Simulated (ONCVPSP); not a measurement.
**Pseudopotential generation for zirconium: ONCV, PBEsol, scalar-relativistic.**

Zr, optimised norm-conserving Vanderbilt (ONCV), made with ONCVPSP 4.0.1 (PBEsol, scalar-relativistic). Core [Ar] 3d10, reference 4s2 4p6 4d2 5s2. Waves: 4s+5s: rc 2.30 bohr, ncon 3, nbas 6, qcut 6.4 1/bohr, 2 projectors; 4p: rc 2.05 bohr, ncon 5, nbas 9, qcut 7.9 1/bohr, 2 projectors, debl 1.3 Ha; 4d: rc 2.40 bohr, ncon 3, nbas 8, qcut 6.9 1/bohr, 1 projector. Local part: polynomial inside 1.35 bohr (lpopt 5, dvloc0 2 Ha). Core correction: Teter function, fcfact 5, rcfact 1.5.

Poles of the logarithmic derivatives, all-electron (AE) and pseudo (PS). s: poles at -1.9, 2.5 (AE) and -1.9, 2.4 (PS) Ha. p: poles at -0.8, 4.7 (AE) and -0.8, 4.6 (PS) Ha. d: poles at 0.3, 4.0 (AE) and 0.3, 4.1 (PS) Ha. Test radii: s 2.33, p 2.08, d 2.43 bohr.

* Cutoffs needed: 17 Ha and 22 Ha (the cutoffs (Ha) at which the residual kinetic energy of the hardest occupied pseudo-wave falls to 1 and 0.1 mHa per electron)
* Ghost test: no bound ghost flagged; no localised positive-energy state flagged
* Largest excitation error: -9.8 meV (all-electron minus pseudo) for 4s2 4p6 4d2 5s0, out of 4 test configurations
* rms error of d²Exc/dni dnj: 3.15 mHa without and 2.45 mHa with the model core
